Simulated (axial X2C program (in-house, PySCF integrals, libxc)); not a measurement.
Nuclear properties of CuH⁺

Calculated with an axial X2C code built on PySCF integrals: two-component X2C with atomic mean-field Coulomb and Gaunt terms, Gaussian nuclei, basis Cu dyall-cv3z, H dyall-v3z with contracted cores.

R = 1.468 Å (near the PBE0 minimum at charge 1 of the determinant lowest at the starting distance; the state shown can have its own minimum elsewhere).

Input and command:
```json
{"zs": [29, 1], "q": 1, "bas": ["dyall-cv3z", "dyall-v3z"], "r0": 1.44, "levels": ["PBE0", "HF", "BP86", "TPSSh", "LDA"], "nst": 3}
```
```bash
python soeom.py task.json out
```

Keys: zs atomic numbers; q charge; bas basis sets; r0 starting distance in Å; levels methods; nst determinants followed.

Determinant 0.00 eV from it at PBE0 and this distance, Ω = 5/2 (⟨Sz⟩ = 0.50, ⟨Lz⟩ = 2.00 at PBE0), spin on the atoms Cu 0.52, H -0.02:

| level | Eeff magnitude (GV/cm) | Ws magnitude Cu (kHz) | A∥/gI Cu (MHz) | qzz Cu (a.u.) | A∥/gI H (MHz) | qzz H (a.u.) |
| --- | --- | --- | --- | --- | --- | --- |
| PBE0 | 0.0277 | 0.00486 | 613 | -4.62 | 2.62 | 0.13 |
| HF | 0.00579 | 0.000625 | 610 | -5.25 | 1.24 | 0.14 |
| BP86 | 0.0331 | 0.00581 | 619 | -4.35 | 2.82 | 0.13 |
| TPSSh | 0.0326 | 0.00556 | 622 | -4.61 | 2.3 | 0.13 |
| LDA | 0.0227 | 0.00428 | 617 | -4.30 | 3.2 | 0.12 |

Eeff is the effective electric field on the electron electric dipole moment in this Ω state and Ws the scalar–pseudoscalar constant of the nucleus named (defined with the proton number Z and per Ω); A∥ (defined per Ω) follows by multiplying with gI = μI/(I μN); qzz is the electric field gradient, eQq0 = 234.96 MHz × Q/barn × qzz. The operators were transformed with the bare-nucleus X2C matrices; with these basis sets, hyperfine constants and field gradients can be off by tens of per cent, and where levels differ in sign neither size nor sign is settled.

(1) With gI(63Cu) = 1.4824, Q(63Cu) = -0.22 barn (g factors from the IAEA table of nuclear moments by Stone; Q from Pyykkö, Mol. Phys. 2018), turn the PBE0 values of the first state into constants in MHz.

Each state is one determinant with collinear spin. Unrestricted Hartree–Fock can overshoot spin polarisation at the nuclei. Where Eeff spreads by more than a factor of two the levels disagree and none is to be relied on. At BP86, LDA, PBE0, TPSSh a later determinant lies lower. States lie within half an eV, so the first need not be the ground state. Further determinants of the search, some of them spin-mixed, are not shown. Where a field gradient or hyperfine factor spreads by more than a factor of two over the levels, a constant derived from it is not to be relied on.

## Answers

(1) A∥(63Cu) = 613 × 1.4824 = 909 MHz; eQq0(63Cu) = 234.96 × (-0.22) × (-4.62) = 239 MHz.
